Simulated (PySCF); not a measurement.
A PySCF script (with the pyscf-properties extension) for the NMR shieldings of C₄H₆O₃S, on a GFN2-xTB geometry:

```python
import basis_set_exchange as bse
import numpy as np
from pyscf import gto, dft
from pyscf.prop import nmr

atoms = """
C    -0.581564   -1.043047   -1.810860
C    -0.148897   -0.859108   -0.614379
C     0.308402   -0.622271    0.602018
C     1.545538    0.173890    0.872934
S    -1.147604    1.025620    0.311216
O    -2.386850    0.418792   -0.045745
O    -0.969400    1.365437    1.685595
O    -0.469634    1.811292   -0.664485
H    -1.345527   -0.395700   -2.210684
H    -0.223473   -1.842519   -2.438442
H    -0.125858   -1.145563    1.445711
H     1.358342    0.842330    1.709707
H     2.367296   -0.493510    1.133049
H     1.818552    0.763883    0.002198
"""
names = dict.fromkeys(["C", "S", "O", "H"], "pcSseg-1")
basis = {el: gto.basis.parse(bse.get_basis(n, elements=[el], fmt="nwchem")) for el, n in names.items()}
mol = gto.M(atom=atoms, basis=basis, charge=0, verbose=0)
mf = dft.RKS(mol, xc="PBE0")
mf.grids.level = 2
mf.grids.alignment = dft.numint.BLKSIZE   # the property module wants whole blocks of grid points
mf.conv_tol = 1e-9
mf.kernel()

calc = nmr.RKS(mf)   # GIAO
C = mf.mo_coeff
Co = C[:, mf.mo_occ > 0]
resp = mf.gen_response(singlet=True, hermi=2)
def vind(x):   # induced exchange potential for any number of trial vectors
    d = np.einsum("pi,xij,qj->xpq", C, 2 * x.reshape(-1, C.shape[1], Co.shape[1]), Co, optimize=True)
    return np.einsum("xpq,pi,qj->xij", resp(d - d.transpose(0, 2, 1)), C, Co, optimize=True).ravel()
mo1, _ = nmr.rhf.solve_mo1(calc, with_cphf=vind)
sigma = calc.kernel(mo1)
for i, s in enumerate(sigma):   # ppm
    print("%2d %-2s %9.2f" % (i, mol.atom_pure_symbol(i), np.trace(s) / 3))
```

Task: Give the expected output.

Result: 
```
 0 C      99.69
 1 C     -54.90
 2 C      75.50
 3 C     165.17
 4 S     125.09
 5 O      36.66
 6 O      -4.57
 7 O      26.17
 8 H      25.25
 9 H      25.93
10 H      25.23
11 H      28.82
12 H      29.62
13 H      29.28
```

These numbers come from an equivalent density-fitted implementation of the same equations, which agrees with the script to about 0.01 ppm for H and up to a few tenths of a ppm for heavy atoms, so last digits may differ.

Size and cost of the density-fitted run: 173 basis functions, 70 s wall time on 1 thread of an Intel Xeon, shared host; peak memory 0.86 GiB.
